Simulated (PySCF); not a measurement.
C₃H₉Ge, SMILES C[C](C)[GeH3] (connectivity only; charge and spin as stated), charge +1, multiplicity 1. Atoms are numbered in the order given.

```xyz
13

C     -1.1510     1.7276    -0.3014
C     -0.9162     0.3265    -0.0318
C     -2.0327    -0.5786     0.1307
Ge     0.9736    -0.3513     0.0532
H     -2.1523     1.9694    -0.6902
H     -1.1228     2.1354     0.7435
H     -0.3378     2.2486    -0.8276
H     -3.0052    -0.0974     0.3160
H     -2.0947    -1.0174    -0.8996
H     -1.8384    -1.4405     0.7857
H      0.9503    -1.6236     0.8944
H      1.2602    -0.5953    -1.4342
H      1.7852     0.8100     0.6250
```
Charge +1, spin multiplicity 1.

Geometry: PBE0-D3(BJ)/def2-SVP. The spin state was assumed, not searched. The isomer is the one that the SMILES or the coordinates give; other isomers of the formula were not compared.

Two levels are set side by side: PBE/pcSseg-1 (PySCF) and B3LYP/pcSseg-1 (PySCF). GIAO shifts against GeH4 (⁷³Ge), TMS (¹H), TMS (¹³C) at the same level; non-relativistic, no solvent, atoms listed together averaged. Differences are taken from unrounded values.

```json
[
 {"quantity": "δ(¹³C) of C1, C3 (ppm)", "PBE": "72.1"},
 {"quantity": "δ(¹³C) of C2 (ppm)", "PBE": "414.4"},
 {"quantity": "δ(⁷³Ge) of Ge4 (ppm)", "PBE": "182.6"}
]
```

### Question
These are the PBE values. What does B3LYP give? (The exact figures need the calculation; the answer reports its results.)

### Answer

| quantity | B3LYP | PBE minus B3LYP |
|---|---|---|
| δ(¹³C) of C1, C3 (ppm) | 68.4 | 3.7 |
| δ(¹³C) of C2 (ppm) | 427.0 | -12.5 |
| δ(⁷³Ge) of Ge4 (ppm) | 166.8 | 15.8 |

Rough cost on one machine, each run with all the roots and properties that it gave: B3LYP against PBE within a factor of 2.
